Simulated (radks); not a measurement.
The hydrogen anion H-, [He], held by a Watson sphere: a shell of charge +1 at radius R that stands for the Madelung well of a crystal (potential energy -1/R inside, -1/r outside, in hartree with lengths in bohr). Calculated with a radial shooting solver on a logarithmic mesh with Libxc functionals: scalar-relativistic Kohn-Sham, LB94 model potential, spin-polarised, spherical densities, finite nucleus; Fermi nuclear charge, rms radius of each element as measured or else 0.836 A^(1/3) + 0.57 fm. Response by self-consistent Sternheimer equations with the Hartree and adiabatic LDA kernel, the relativistic mass of each level held fixed and spin-orbit coupling left out. The sphere does not respond.

R (bohr) = 1.59: e(1s) (eV) -12.107; <r> 1s (bohr) 1.659; sum of <r^2> (bohr^2) 7.230; X-ray form factor at sin(theta)/lambda = 0.1 1/angstrom 1.554; alpha (bohr^3) 10.50
R (bohr) = 1.63: e(1s) (eV) -11.961; <r> 1s (bohr) 1.673; sum of <r^2> (bohr^2) 7.361; X-ray form factor at sin(theta)/lambda = 0.1 1/angstrom 1.547; alpha (bohr^3) 10.88
R (bohr) = 1.65: e(1s) (eV) -11.889; <r> 1s (bohr) 1.681; sum of <r^2> (bohr^2) 7.426; X-ray form factor at sin(theta)/lambda = 0.1 1/angstrom 1.544; alpha (bohr^3) 11.07
R (bohr) = 1.71: e(1s) (eV) -11.679; <r> 1s (bohr) 1.702; sum of <r^2> (bohr^2) 7.620; X-ray form factor at sin(theta)/lambda = 0.1 1/angstrom 1.534; alpha (bohr^3) 11.64
R (bohr) = 1.76: e(1s) (eV) -11.510; <r> 1s (bohr) 1.719; sum of <r^2> (bohr^2) 7.780; X-ray form factor at sin(theta)/lambda = 0.1 1/angstrom 1.526; alpha (bohr^3) 12.12
R (bohr) = 2.33: e(1s) (eV) -9.900; <r> 1s (bohr) 1.888; sum of <r^2> (bohr^2) 9.482; X-ray form factor at sin(theta)/lambda = 0.1 1/angstrom 1.446; alpha (bohr^3) 18.12
R (bohr) = 2.37: e(1s) (eV) -9.805; <r> 1s (bohr) 1.898; sum of <r^2> (bohr^2) 9.592; X-ray form factor at sin(theta)/lambda = 0.1 1/angstrom 1.441; alpha (bohr^3) 18.56
R (bohr) = 2.72: e(1s) (eV) -9.047; <r> 1s (bohr) 1.978; sum of <r^2> (bohr^2) 10.50; X-ray form factor at sin(theta)/lambda = 0.1 1/angstrom 1.403; alpha (bohr^3) 22.58
